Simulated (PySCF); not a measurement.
## Structure from NMR data

The spectra below were simulated for a compound C6H6F2OSi.

1H NMR (600 MHz, computed): δ 7.16 (m, 1H), 6.83 (m, 1H), 6.52 (m, 1H), 5.05 (s, 3H).

13C{1H} NMR (computed): δ 158.2, 157.9, 152.4, 123.6, 119.2, 107.8.

All values are calculated (PySCF 2.14.0 with density-fitted response routines): NMR shieldings at PBE0/pcSseg-1/GIAO, coordinates at the PBE0-D3(BJ)/def2-SVP level. One averaged value for each set of equivalent atoms, non-relativistic, isolated molecule, one conformer.

Scale: 1H (31.27 ppm), 13C (184.41 ppm) vs TMS (reference shieldings calculated alike).

Problem. What is the structure?

Solution. 
1. The formula gives 4 degrees of unsaturation (1 ring in the answer).
2. 6 carbon signals for 6 carbons: no two carbons are equivalent.
3. Carbon types of the structure: 3 × C, 3 × CH, leaving 3 H on heteroatoms.
4. δC 158.2, 152.4: aromatic carbon bearing fluorine; an ipso carbon deshielded by its heteroatom.
5. δC 157.9: aromatic carbon bearing oxygen; an ipso carbon deshielded by its heteroatom.
6. δC 123.6, 119.2, 107.8: aromatic CH.
7. δH 7.16, 6.83, 6.52: hydrogen on an aromatic CH.
8. δH 5.05: hydrogen on a silicon bonded to O.

Structure: `Fc1ccc(O[SiH3])cc1F`.

The shifts were computed for this structure.

Splittings by 19F in the carbon and heteronuclear signals aren't shown, as no couplings were computed. Shifts are as computed. Against solution values, carbons near 30 ppm lie about +2 ppm off and those near 130 ppm about +5 ppm. Of 1211 compounds with measured shifts, 218 miss one by over three times the rms of a fit or turn the order of signals round; such compounds aren't used in these exercises. Multiplicities follow the n + 1 count of equivalent neighbours, as no J values were calculated; m marks all less simple cases, F and P coupling included.
